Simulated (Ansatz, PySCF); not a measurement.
This PySCF input computes a r2SCAN/def2-TZVPD energy:

```python
from pyscf import gto, scf, dft

mol = gto.M(
    atom='''
    K    -0.00000000   -0.00000000   -1.98622517
    K     0.00000000    0.00000000    1.98622517
    ''',
    basis='def2-tzvpd',
    charge=0,
    spin=0,
    verbose=4,
)

mf = dft.RKS(mol, xc='r2scan').density_fit(auxbasis='def2-universal-jkfit')
mf.grids.level = 4
mf.conv_tol = 1e-9
mf.max_cycle = 100
mf.max_memory = 1500
mf.kernel()
if not mf.converged:
    mf = mf.newton()
    mf.kernel(mf.make_rdm1())
mf.analyze()
```

Q: Write an input for the same energy in Ansatz (a quantum-chemistry and plane-wave program) and say what it gives.

A: 
Ansatz 0.2 input:
```yaml
crystal:
  periodic: [false, false, false]
  atoms:
    - {symbol: K, position_ang: [-0.00000000, -0.00000000, -1.98622517]}
    - {symbol: K, position_ang: [0.00000000, 0.00000000, 1.98622517]}
basis:
  gaussian:
    orbitals: def2-TZVPD
hamiltonian:
  xc: {name: r2SCAN}
output: {forces: true}
```
It gives -1199.75507 Eh, and PySCF -1199.75510 Eh, a difference of 0.03 mEh, from the treatment of integrals and grids.
